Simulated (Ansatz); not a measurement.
Abridged output of a molecular run in Ansatz:

```
Functional definition: HF
1334 factors; integrals over basis functions are off by at most 6.5e-4 eV
mean field evaluation 1: about -10497.4912 eV, gradient 7.4e1 eV
mean field evaluation 2: about -10497.6319 eV, gradient 7.4e1 eV
mean field evaluation 4: about -10507.0636 eV, gradient 8.0e0 eV
mean field evaluation 8: about -10507.2378 eV, gradient 8.3e-1 eV
mean field evaluation 16: about -10507.2396 eV, gradient 2.3e-6 eV
mean field -10507.23955275 eV, -386.1339315007 hartree, gradient 2.3e-6 eV, S^2 0.000000; 0 other end points of the search recorded, 0 dependent functions left out
4 core orbitals not correlated: weight in the atoms' cores, before any rotation towards them, 1.000 or more for the frozen orbitals, at most 0.000 for the correlated occupied ones
reference -10507.23955275 eV, -386.1339315007 hartree; 20, 20 occupied and 184, 184 virtual orbitals, 1334 factors
second order -37.00452554 eV of doubles, -0.00000000 eV of singles
cycle   1  -35.01841934 eV  change     2.0e0 eV  update   2.0e-1
cycle   2  -36.09292758 eV  change    -1.1e0 eV  update   9.8e-2
cycle   3  -36.35178545 eV  change   -2.6e-1 eV  update   3.1e-2
cycle   4  -36.34231848 eV  change    9.5e-3 eV  update   1.1e-2
cycle   5  -36.32731728 eV  change    1.5e-2 eV  update   3.0e-3
cycle   6  -36.32850143 eV  change   -1.2e-3 eV  update   1.3e-3
cycle   7  -36.32912299 eV  change   -6.2e-4 eV  update   5.4e-4
cycle   8  -36.32872892 eV  change    3.9e-4 eV  update   2.1e-4
cycle   9  -36.32875426 eV  change   -2.5e-5 eV  update   9.0e-5
cycle  10  -36.32886457 eV  change   -1.1e-4 eV  update   3.9e-5
cycle  11  -36.32877497 eV  change    9.0e-5 eV  update   1.7e-5
cycle  12  -36.32877262 eV  change    2.4e-6 eV  update   7.6e-6
perturbative correction -1.56510252 eV, -0.0575164568 hartree
Total energy: -10545.13342789 eV, -387.5265057268 hartree
```

Its atoms:

Cartesian coordinates in Å:
```
N -0.045 1.013 1.022
Ta -0.210 0.100 -0.471
O 0.573 -1.606 -0.225
F -2.040 -0.100 -0.871
F 0.689 1.012 -1.853
H 0.029 1.569 1.857
H 1.004 -1.988 0.541
```

(1) Which basis set was used?
A. def2-SVP
B. def2-TZVPP
C. def2-QZVPP
D. def2-TZVPPD

(2) Write the keys of the input that set method, charge and spin (a neutral closed shell needs none for the last two).

## Answers

(1) B. It gives 208 functions.

(2) 
```yaml
correlation: {method: ccsd_t}
```
